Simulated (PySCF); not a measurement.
Computed IR spectrum (relative IR intensity) of a molecule C5H5F. Geometry optimised at PBE0-D3(BJ)/def2-SVP. The values are those of a single conformer. Calculation: PBE0-D3(BJ)/def2-SVP (PySCF). Harmonic, unscaled wavenumbers; measured fundamentals usually lie a few per cent lower.

Lines under 2 % of the strongest are left out, and lines within 2 cm⁻¹ are merged.

| ν (cm⁻¹) | relative intensity |
|---|---|
| 172 | 2.3 |
| 255 | 2.3 |
| 454 | 3.6 |
| 538 | 18 |
| 693 | 59 |
| 746 | 34 |
| 913 | 28 |
| 963 | 39 |
| 1010 | 37 |
| 1019 | 27 |
| 1044 | 12 |
| 1172 | 100 |
| 1286 | 13 |
| 1312 | 14 |
| 1349 | 24 |
| 1413 | 13 |
| 1748 | 2.6 |
| 2251 | 5.3 |
| 3033 | 16 |
| 3201 | 2.5 |
| 3488 | 84 |

Problem. Pick the molecule that these values belong to.
A) C=C(F)C#CC
B) C#C[C@H]1C[C@H]1F
C) C#C[C@H](F)C=C
D) C#CC/C=C/F

Solution. C, C#C[C@H](F)C=C
